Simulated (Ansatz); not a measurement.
`C[SiH2][GeH2][Cl]` + H₂O → `C[SiH2]O` + `[Cl][GeH3]` at 600 K and 1 bar (formal hydrolysis of the Si–Ge bond).

Gas-phase electronic energies from Ansatz, PBE0-D4/def2-TZVP geometries. CBS: MP2 limit from def2 TZ/QZ plus the TZ coupled-cluster correction, frozen cores. This one scheme is used for every species. For Ge outer-core shells are correlated without core-valence functions, which leaves a few kJ/mol of doubt a bond. Scalar relativity is left out up to krypton. One conformer a species, not always the lowest.

| species | CCSD(T)/CBS energy (Eh) | H − E (kJ/mol) | S (J/(mol·K)) |
| --- | --- | --- | --- |
| `C[SiH2][GeH2][Cl]` | -2867.28393 | 254.3 | 475.5 |
| H₂O | -76.37941 | 76.8 | 212.8 |
| `C[SiH2]O` | -405.96945 | 226.2 | 370.0 |
| `[Cl][GeH3]` | -2537.71925 | 96.6 | 309.8 |

H − E and S are ideal-gas, rigid-rotor, harmonic terms from PBE0-D4/def2-TZVP, for one conformer and one mirror image of each species. 1 Eh = 2625.50 kJ/mol, R = 8.31446 J/(mol·K).

Question: By hand: ΔE, ΔH, ΔS and ΔG.

Answer: ΔE = (-405.96945) + (-2537.71925) − (-2867.28393) − (-76.37941) = -0.02536 Eh = -66.6 kJ/mol. Δ(H − E) = 226.2 + 96.6 − 254.3 − 76.8 = -8.3, so ΔH = -74.9 kJ/mol. ΔS = 370.0 + 309.8 − 475.5 − 212.8 = -8.5 J/(mol·K). ΔG = -74.9 − 600 × (-8.5)/1000 = -69.8 kJ/mol.

Question: By hand: the equilibrium constant, and the temperature at which ΔG would vanish if ΔH and ΔS stayed fixed.

Answer: log₁₀ K = −ΔG/(RT ln 10) = 6.1. ΔG = 0 at ΔH/ΔS = 8812 K, far beyond where these terms or the molecules hold.

The number of gas molecules stays the same, so ΔS is small and ΔH decides. A doubt of 5 kJ/mol in ΔE shifts log₁₀ K by 0.4 here. Other conformers and mirror images would add mixing entropy, several J/(mol·K) or more a flexible species. Modes under 60 cm⁻¹, often nearly free rotors, make the harmonic entropy too high. These are equilibria of isolated gas molecules and say nothing of rates. Largest T1 diagnostic: 0.011 (customary marks: 0.02 for closed shells, 0.045 for open ones).
